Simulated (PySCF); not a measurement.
Computed IR spectrum (relative IR intensity) of a molecule CH4Cl2GeO. Geometry optimised at PBE-D3(BJ)/def2-SVP. One conformer was computed; it need not be the lowest. Level of theory: PBE-D3(BJ)/def2-SVP (PySCF). Frequencies are harmonic and unscaled.

Lines under 2 % of the strongest are left out, and lines within 2 cm⁻¹ are merged.

| ν (cm⁻¹) | relative intensity |
|---|---|
| 127 | 5.6 |
| 135 | 2.3 |
| 168 | 3.3 |
| 183 | 3.0 |
| 208 | 17 |
| 264 | 90 |
| 392 | 26 |
| 417 | 82 |
| 609 | 21 |
| 701 | 77 |
| 784 | 46 |
| 902 | 100 |
| 1204 | 5.2 |
| 1372 | 4.8 |
| 1374 | 3.4 |
| 3723 | 71 |

### Question
Pick the molecule that these values belong to.
A) C[O][GeH]([Cl])[Cl]
B) O[CH2][GeH]([Cl])[Cl]
C) [CH3][Ge]([OH])([Cl])[Cl]

### Answer
C, [CH3][Ge]([OH])([Cl])[Cl]
